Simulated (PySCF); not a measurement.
SMILES CCN(CC)[SiH2]C, singlet, GFN2-xTB optimised geometry.

```
22

Si    -0.10     0.55     0.00
C     -0.67    -0.36     1.57
N     -0.84    -0.18    -1.37
C     -0.85     0.54    -2.63
C      0.52     0.77    -3.25
C     -1.10    -1.60    -1.45
C      0.08    -2.44    -1.94
H     -0.57     1.94     0.00
H      1.38     0.55     0.00
H     -0.36     0.21     2.44
H     -1.74    -0.46     1.61
H     -0.22    -1.34     1.66
H     -1.49     0.00    -3.34
H     -1.32     1.52    -2.45
H      1.13     1.37    -2.58
H      1.03    -0.16    -3.44
H      0.41     1.30    -4.20
H     -1.38    -1.94    -0.45
H     -1.96    -1.76    -2.11
H      0.30    -2.23    -2.99
H      0.96    -2.22    -1.35
H     -0.16    -3.50    -1.85
```

Density from PBE0/def2-SVP in PySCF at that geometry.

Minimum of the electron density along straight lines between bonded atoms, close to the bond critical point (lines longer than 1.1 times the sum of covalent radii, or with two minima, are not listed):

```tsv
bond	length / Å	ρ at the minimum / e bohr⁻³	∇²ρ there / e bohr⁻⁵	position (fraction from the first atom)
Si1–C2	1.894	0.112	0.32	0.38
Si1–N3	1.720	0.124	0.73	0.40
N3–C4	1.446	0.270	-0.76	0.61
C4–C5	1.528	0.245	-0.56	0.50
N3–C6	1.444	0.270	-0.76	0.61
C6–C7	1.530	0.245	-0.56	0.50
Si1–H8	1.468	0.117	0.32	0.49
Si1–H9	1.480	0.115	0.30	0.49
C2–H10	1.085	0.272	-0.97	0.62
C2–H11	1.085	0.272	-0.97	0.62
C2–H12	1.085	0.272	-0.97	0.62
C4–H13	1.095	0.278	-1.02	0.62
C4–H14	1.095	0.279	-1.03	0.63
C5–H15	1.086	0.277	-1.01	0.62
C5–H16	1.086	0.277	-1.01	0.62
C5–H17	1.088	0.275	-1.00	0.62
C6–H18	1.091	0.281	-1.05	0.63
C6–H19	1.097	0.277	-1.01	0.62
C7–H20	1.087	0.276	-1.00	0.62
C7–H21	1.087	0.276	-1.01	0.62
C7–H22	1.088	0.275	-1.00	0.62
```
